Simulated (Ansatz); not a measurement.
A nudged elastic band was laid between two geometries of BrH + H4Sn (7 atoms, charge 0, multiplicity 1).

All numbers below come from Ansatz 0.2.0, RKS PBE/def2-SVP.

```yaml
movable_images: 5
climbing_image: yes
spring: 5.0 eV/Å²
optimiser: quadratic models (default)
start_path: through a guess of the saddle point
force_threshold: 0.05 eV/Å
iteration_limit: 60
end_points: relaxed
```

First end point:

```xyz
7
Properties=species:S:1:pos:R:3
Sn 0.320 0.000 -0.158
H 0.199 0.000 1.571
H 1.990 0.000 -0.587
H -0.446 1.415 -0.771
H -0.446 -1.415 -0.771
Br -3.390 0.000 1.920
H -1.979 0.000 2.204
```

Last end point:

```xyz
7
Properties=species:S:1:pos:R:3
Sn -0.460 0.000 -0.798
H 0.011 0.000 3.641
H 0.876 0.000 0.290
H -0.527 1.431 -1.756
H -0.527 -1.431 -1.756
Br -2.542 0.000 0.635
H -0.583 0.000 3.152
```

Q: What changes between the two ends?

A: Bonds broken: Sn1–H2, Br6–H7. Bonds formed: Sn1–Br6, H2–H7. BrH + H4Sn becomes BrH3Sn + H2.

Q: Give the energies along the band, and the barrier.

A: It converged. The highest image is number 2 of 0 to 6, 1.01 eV above the first end and 1.73 eV above the last; the last end lies 0.72 eV below the first. A vibrational analysis at the climbing image gives 2 clearly imaginary modes (883i, 59i cm⁻¹): a point of higher order, so a lower path passes nearby. The orbitals stay closed-shell, which can raise the energy where a bond breaks towards radicals; this wasn't checked here.

```csv
image,path coordinate (Å),energy (eV),Sn1–H2 (Å),Br6–H7 (Å),Sn1–Br6 (Å)
0,0.00,0.00,1.73,1.44,4.25
1,0.88,0.13,1.76,1.47,3.57
2,1.75,1.01,2.02,1.86,2.98
3,2.52,0.15,2.49,2.27,2.65
4,3.28,-0.49,3.06,2.56,2.55
5,4.05,-0.70,3.74,2.90,2.53
6,4.81,-0.72,4.46,3.19,2.53
```

Q: What is the geometry of the highest image?

A: 
```xyz
7
Properties=species:S:1:pos:R:3
Sn -0.185 0.000 -0.137
H -0.036 0.000 1.880
H 1.559 0.000 -0.025
H -0.687 1.495 -0.815
H -0.687 -1.495 -0.816
Br -2.745 0.000 1.390
H -0.971 0.000 1.932
```

Run time: 2.3 min on 1 thread of Arm Neoverse V2 (shared host), peak memory 0.15 GiB.
